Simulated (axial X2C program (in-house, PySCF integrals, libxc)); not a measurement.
Nuclear properties of SAsS²⁺

Computed with an in-house all-electron X2C program for linear molecules (integrals from PySCF): two-component X2C with atomic mean-field Coulomb and Gaunt terms, Gaussian nuclei, basis S dyall-av3z, As dyall-v3z with contracted cores.

S–As–S held linear, with bonds 2.005 and 2.005 Å (near the PBE0 minimum at charge 2 of the determinant lowest at the starting distance; the state shown can have its own minimum elsewhere, held linear; other orders of the atoms were not compared).

Determinant lowest in the PBE0 search, Ω = 3/2 (⟨Sz⟩ = 0.50, ⟨Lz⟩ = 1.00 at PBE0), spin on the atoms S 0.34, As -0.19, S 0.34:

| level | A∥/gI S (MHz) | qzz S (a.u.) | A∥/gI As (MHz) | qzz As (a.u.) |
| --- | --- | --- | --- | --- |
| PBE0 | 142 | 1.91 | -102 | -2.86 |
| HF | 176 | 1.96 | -464 | -4.01 |
| TPSSh | 141 | 1.92 | -50.6 | -2.52 |

Determinant 0.04 eV from it at PBE0 and this distance, Ω = 1/2 (⟨Sz⟩ = -0.50, ⟨Lz⟩ = 1.00 at PBE0), spin on the atoms S -0.34, As 0.19, S -0.34:

| level | A∥/gI S (MHz) | qzz S (a.u.) | A∥/gI As (MHz) | qzz As (a.u.) |
| --- | --- | --- | --- | --- |
| PBE0 | 781 | 1.90 | -33.2 | -2.83 |
| HF | 854 | 1.97 | 163 | -3.95 |
| TPSSh | 702 | 1.91 | 51.4 | -2.51 |

A∥ (defined per Ω) follows by multiplying with gI = μI/(I μN); qzz is the electric field gradient, eQq0 = 234.96 MHz × Q/barn × qzz. The operators were transformed with the bare-nucleus X2C matrices; with these basis sets, hyperfine constants and field gradients can be off by tens of per cent, and where levels differ in sign neither size nor sign is settled.

Task: With gI(33S) = 0.4292, Q(33S) = -0.0694 barn, Q(75As) = 0.311 barn (g factors from the IAEA table of nuclear moments by Stone; Q from Pyykkö, Mol. Phys. 2018), turn the PBE0 values of the first state into constants in MHz.

Result: A∥(33S) = 142 × 0.4292 = 60.9 MHz; eQq0(33S) = 234.96 × (-0.0694) × (1.91) = -31.1 MHz; eQq0(75As) = 234.96 × (0.311) × (-2.86) = -209 MHz.

The molecule was held linear; bending was not examined, so a bent shape may lie lower.

Each state is one determinant with collinear spin. Unrestricted Hartree–Fock can overshoot spin polarisation at the nuclei. At HF a later determinant lies lower. The search compared states at one distance, so a state with another bond length can lie lower. Where a field gradient or hyperfine factor spreads by more than a factor of two over the levels, a constant derived from it is not to be relied on. PBE0 term energies can be off by some tenths of an eV.
